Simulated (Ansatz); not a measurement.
Relaxation of MoO5H4 with RKS PBE-D4/def2-SVP.

```sh
$ ansatz run in.yaml --threads 4 --pin off --events-out ev --progress --plain --max-ram 8704MiB
```

```yaml
crystal:
  periodic: [false, false, false]
  atoms:
    - {symbol: Mo, position_ang: [-0.332220, 0.226170, 0.225930]}
    - {symbol: O, position_ang: [0.280920, -0.941720, -0.964610]}
    - {symbol: O, position_ang: [-0.885450, 1.118160, 1.468720]}
    - {symbol: O, position_ang: [1.157110, -0.541960, 1.340710]}
    - {symbol: O, position_ang: [-1.978090, -0.255130, -0.380130]}
    - {symbol: O, position_ang: [1.835610, 0.483330, 0.695140]}
    - {symbol: H, position_ang: [-2.867570, 0.002500, -0.106010]}
    - {symbol: H, position_ang: [0.378080, -1.591510, -1.659760]}
    - {symbol: H, position_ang: [2.438470, 0.017700, 0.072200]}
    - {symbol: H, position_ang: [-0.026860, 1.482460, -0.692200]}
basis:
  gaussian: {orbitals: def2-SVP}
hamiltonian: {xc: pbe, dispersion: d4}
scf: {lower_state_search: "off"}
output: {orbitals: {seedname: orbitals}}
relax: {f_tol: 0.02, max_steps: 100}
```

Hardware: 4 threads of Arm Neoverse V2 on a shared host. Wall time 18 s.

Positions (Å) and forces (eV/Å) at steps 1, 2, 3, 4, 5, 6, 7, 8, 9, 10, 11, 12, 13, 14, 15, 16, 18 of 18:

```xyz
10
step=1 energy=-12138.6272 eV
Mo   -0.332    0.226    0.226    1.913   -0.789    0.832
O     0.281   -0.942   -0.965    1.793   -3.022   -3.711
O    -0.885    1.118    1.469   -2.066    3.259    4.486
O     1.157   -0.542    1.341   -0.591   -0.924    1.203
O    -1.978   -0.255   -0.380   -1.958   -0.832   -1.125
O     1.836    0.483    0.695    0.877    1.162   -0.112
H    -2.868    0.003   -0.106   -0.237    0.326    0.422
H     0.378   -1.592   -1.660    0.115   -0.661   -0.505
H     2.438    0.018    0.072   -0.131   -0.039   -0.366
H    -0.027    1.482   -0.692    0.286    1.521   -1.123
10
step=2 energy=-12139.4877 eV
Mo   -0.299    0.207    0.229    0.057    0.477    0.926
O     0.340   -1.011   -1.077    0.497   -0.341   -0.557
O    -0.893    1.128    1.530   -0.250    0.310    0.063
O     1.151   -0.540    1.432   -0.450   -0.490    0.001
O    -2.012   -0.250   -0.379   -0.356   -0.393   -0.480
O     1.856    0.502    0.797    0.574    0.195   -0.976
H    -2.876    0.050   -0.041    0.199    0.215    0.288
H     0.430   -1.705   -1.748   -0.042   -0.047    0.010
H     2.311    0.052    0.016   -0.248    0.229    0.555
H    -0.008    1.568   -0.757    0.018   -0.156    0.169
10
step=3 energy=-12139.5702 eV
Mo   -0.321    0.212    0.242    0.175    0.322    0.505
O     0.382   -0.998   -1.084    0.097   -0.023   -0.183
O    -0.960    1.171    1.507    0.111   -0.097   -0.241
O     1.132   -0.540    1.418   -0.370   -0.139    0.080
O    -2.035   -0.265   -0.380   -0.201   -0.315   -0.288
O     1.850    0.486    0.742    0.410    0.042   -0.403
H    -2.868    0.061    0.015    0.261    0.127    0.150
H     0.492   -1.701   -1.745   -0.088    0.068    0.034
H     2.317   -0.001    0.000   -0.314    0.151    0.284
H     0.010    1.576   -0.713   -0.082   -0.137    0.061
10
step=4 energy=-12139.6235 eV
Mo   -0.318    0.220    0.257   -0.066    0.101    0.309
O     0.421   -0.972   -1.098    0.011    0.136    0.171
O    -0.995    1.224    1.473    0.192   -0.299   -0.395
O     1.099   -0.526    1.451   -0.108    0.107   -0.123
O    -2.020   -0.311   -0.381   -0.247   -0.074    0.058
O     1.858    0.461    0.730    0.113   -0.028    0.015
H    -2.808    0.069    0.069    0.321   -0.043   -0.066
H     0.521   -1.664   -1.773   -0.116    0.116    0.006
H     2.244   -0.063   -0.025   -0.116   -0.034    0.072
H    -0.002    1.563   -0.704    0.016    0.017   -0.047
10
step=5 energy=-12139.6599 eV
Mo   -0.316    0.230    0.269   -0.108    0.027    0.118
O     0.452   -0.940   -1.095    0.070   -0.053    0.107
O    -1.035    1.273    1.424    0.127   -0.212   -0.305
O     1.065   -0.490    1.492    0.059    0.198   -0.219
O    -2.004   -0.381   -0.359   -0.120    0.118    0.216
O     1.875    0.435    0.722   -0.007   -0.217    0.137
H    -2.751    0.054    0.113    0.188   -0.149   -0.145
H     0.509   -1.583   -1.824   -0.138    0.214    0.080
H     2.193   -0.148   -0.024   -0.077    0.029    0.052
H     0.011    1.549   -0.719    0.006    0.045   -0.041
10
step=6 energy=-12139.6919 eV
Mo   -0.302    0.249    0.281   -0.392    0.105    0.174
O     0.489   -0.916   -1.070    0.150   -0.490   -0.572
O    -1.075    1.360    1.335    0.137   -0.223   -0.234
O     1.030   -0.456    1.537    0.182    0.296   -0.265
O    -1.970   -0.463   -0.321    0.148    0.211    0.262
O     1.912    0.389    0.737   -0.191   -0.428    0.044
H    -2.700   -0.012    0.157    0.002   -0.122   -0.126
H     0.455   -1.454   -1.896   -0.087    0.522    0.595
H     2.127   -0.240   -0.018    0.008    0.146    0.147
H     0.032    1.544   -0.743    0.044   -0.018   -0.024
10
step=7 energy=-12139.7184 eV
Mo   -0.300    0.254    0.290   -0.349    0.181    0.253
O     0.506   -0.904   -1.059    0.124   -0.453   -0.557
O    -1.089    1.397    1.296    0.137   -0.144   -0.237
O     1.020   -0.419    1.566    0.184    0.181   -0.302
O    -1.955   -0.507   -0.281    0.147    0.186    0.150
O     1.929    0.362    0.733   -0.193   -0.353    0.084
H    -2.706   -0.052    0.157    0.018   -0.101   -0.063
H     0.421   -1.352   -1.930   -0.036    0.361    0.511
H     2.115   -0.299   -0.005   -0.008    0.163    0.141
H     0.059    1.518   -0.768   -0.025   -0.021    0.021
10
step=8 energy=-12139.7418 eV
Mo   -0.297    0.257    0.302   -0.274    0.209    0.122
O     0.528   -0.917   -1.037   -0.014   -0.369   -0.862
O    -1.079    1.482    1.213    0.132   -0.185   -0.079
O     1.004   -0.423    1.579    0.146    0.139   -0.159
O    -1.931   -0.543   -0.242   -0.037    0.096    0.118
O     1.942    0.325    0.756   -0.149   -0.155    0.057
H    -2.714   -0.120    0.172    0.074   -0.047   -0.061
H     0.376   -1.224   -1.965    0.103    0.333    0.783
H     2.108   -0.330    0.009   -0.020    0.065    0.104
H     0.063    1.493   -0.787    0.039   -0.088   -0.022
10
step=9 energy=-12139.7562 eV
Mo   -0.308    0.239    0.307   -0.050    0.078    0.017
O     0.539   -0.928   -1.039   -0.098   -0.298   -0.754
O    -1.051    1.494    1.201    0.066    0.035   -0.069
O     0.997   -0.419    1.586    0.073   -0.017   -0.069
O    -1.948   -0.554   -0.204   -0.090    0.021    0.030
O     1.927    0.331    0.770   -0.047   -0.058    0.019
H    -2.733   -0.116    0.187    0.063   -0.046   -0.037
H     0.390   -1.134   -1.995    0.142    0.220    0.765
H     2.101   -0.323    0.026    0.013    0.039    0.038
H     0.088    1.412   -0.837   -0.073    0.025    0.061
10
step=10 energy=-12139.7715 eV
Mo   -0.326    0.216    0.305    0.000   -0.092   -0.036
O     0.536   -0.972   -1.022   -0.058   -0.071   -0.821
O    -0.999    1.526    1.173    0.006    0.066    0.020
O     0.993   -0.441    1.573   -0.026   -0.010   -0.022
O    -1.981   -0.562   -0.175   -0.001    0.053    0.051
O     1.908    0.332    0.770    0.060    0.015    0.045
H    -2.761   -0.106    0.204    0.012   -0.025   -0.019
H     0.463   -1.058   -2.005    0.078    0.104    0.801
H     2.108   -0.316    0.029   -0.042    0.015    0.004
H     0.058    1.380   -0.850   -0.029   -0.054   -0.022
10
step=11 energy=-12139.7825 eV
Mo   -0.333    0.196    0.302   -0.200    0.069    0.068
O     0.532   -0.989   -1.025    0.052    0.003   -0.657
O    -0.957    1.542    1.157    0.064   -0.057   -0.061
O     0.985   -0.461    1.570   -0.019   -0.018   -0.042
O    -2.003   -0.560   -0.151    0.021    0.022    0.051
O     1.904    0.330    0.791    0.022    0.026   -0.037
H    -2.777   -0.093    0.225    0.001   -0.017   -0.012
H     0.522   -1.000   -2.012    0.020    0.041    0.669
H     2.092   -0.295    0.028    0.025   -0.041    0.020
H     0.034    1.330   -0.886    0.013   -0.028    0.001
10
step=12 energy=-12139.7920 eV
Mo   -0.358    0.182    0.298   -0.060    0.164   -0.034
O     0.537   -0.989   -1.022    0.083   -0.052   -0.550
O    -0.923    1.569    1.129    0.083   -0.097   -0.042
O     0.970   -0.472    1.554   -0.002    0.027    0.005
O    -2.038   -0.564   -0.113    0.019   -0.012    0.047
O     1.894    0.318    0.780    0.056   -0.043    0.045
H    -2.808   -0.090    0.262   -0.013   -0.011   -0.015
H     0.614   -0.914   -2.000   -0.061   -0.008    0.488
H     2.103   -0.323    0.034   -0.080    0.046    0.035
H     0.009    1.283   -0.921   -0.025   -0.013    0.021
10
step=13 energy=-12139.7421 eV rejected
Mo   -0.370    0.226    0.250    0.144   -0.922    0.656
O     0.602   -0.956   -1.064   -0.236    0.131    0.862
O    -0.854    1.628    1.092   -0.024    0.004   -0.150
O     0.910   -0.492    1.561   -0.366    0.323   -0.620
O    -2.033   -0.612   -0.014    0.161    0.219   -0.164
O     1.917    0.246    0.848    0.086    0.156   -0.013
H    -2.816   -0.118    0.299   -0.088   -0.015    0.062
H     0.662   -0.837   -2.018    0.083    0.127   -0.493
H     2.069   -0.370    0.072    0.047   -0.095   -0.131
H    -0.088    1.284   -1.027    0.190    0.071   -0.008
10
step=14 energy=-12139.8002 eV
Mo   -0.367    0.184    0.285    0.021   -0.002    0.028
O     0.552   -0.988   -1.031    0.059   -0.005   -0.071
O    -0.882    1.592    1.104   -0.017    0.008    0.006
O     0.946   -0.477    1.550   -0.006    0.011   -0.037
O    -2.045   -0.580   -0.078    0.000    0.025    0.004
O     1.905    0.295    0.802   -0.025   -0.003   -0.022
H    -2.821   -0.102    0.278   -0.020   -0.011    0.002
H     0.649   -0.862   -1.993   -0.016    0.009    0.088
H     2.075   -0.330    0.034   -0.001   -0.021    0.003
H    -0.012    1.267   -0.952    0.005   -0.011   -0.001
10
step=15 energy=-12139.8011 eV
Mo   -0.369    0.187    0.283   -0.025   -0.028    0.033
O     0.562   -0.985   -1.030    0.016   -0.022    0.057
O    -0.880    1.596    1.101    0.004    0.007   -0.009
O     0.941   -0.475    1.548    0.003    0.011   -0.028
O    -2.048   -0.580   -0.071    0.016    0.023   -0.003
O     1.905    0.289    0.798   -0.005    0.014    0.020
H    -2.827   -0.107    0.286   -0.005   -0.010   -0.003
H     0.661   -0.845   -1.987   -0.001    0.018   -0.044
H     2.071   -0.342    0.034   -0.009   -0.018   -0.024
H    -0.016    1.262   -0.961    0.005    0.006    0.001
10
step=16 energy=-12139.8016 eV
Mo   -0.371    0.186    0.284   -0.019    0.006    0.012
O     0.569   -0.986   -1.027    0.005   -0.009    0.053
O    -0.874    1.603    1.095    0.008   -0.017   -0.006
O     0.939   -0.475    1.546    0.008    0.008   -0.010
O    -2.050   -0.580   -0.067    0.008    0.013   -0.002
O     1.905    0.284    0.797   -0.006    0.015    0.031
H    -2.833   -0.112    0.288    0.002   -0.006   -0.005
H     0.670   -0.831   -1.982   -0.001    0.010   -0.037
H     2.063   -0.347    0.030   -0.008   -0.019   -0.034
H    -0.018    1.257   -0.964    0.003   -0.001   -0.003
10
step=18 energy=-12139.8022 eV
Mo   -0.373    0.187    0.289   -0.004    0.009   -0.004
O     0.583   -0.988   -1.017    0.006    0.011   -0.005
O    -0.865    1.609    1.096    0.002   -0.006    0.004
O     0.940   -0.474    1.546    0.009    0.003   -0.001
O    -2.050   -0.578   -0.065    0.002   -0.005    0.000
O     1.908    0.278    0.793   -0.006   -0.003    0.005
H    -2.840   -0.117    0.282    0.001    0.005   -0.002
H     0.677   -0.817   -1.971   -0.002   -0.009    0.006
H     2.043   -0.351    0.015   -0.007   -0.002   -0.003
H    -0.023    1.250   -0.967   -0.001   -0.003    0.000
```

In the def2 sets Mo takes a core potential; there is no spin–orbit coupling. The structure holds one bond between oxygen atoms, so isomers without such links may lie far lower. The restricted singlet is unstable towards broken spin symmetry in Hartree–Fock (as tested in another run); at PBE-D4/def2-SVP this wasn't settled. Another isomer (singlet) lies 0.34 eV lower at PBE0-D4/def2-TZVP; other spin states weren't run for this one.
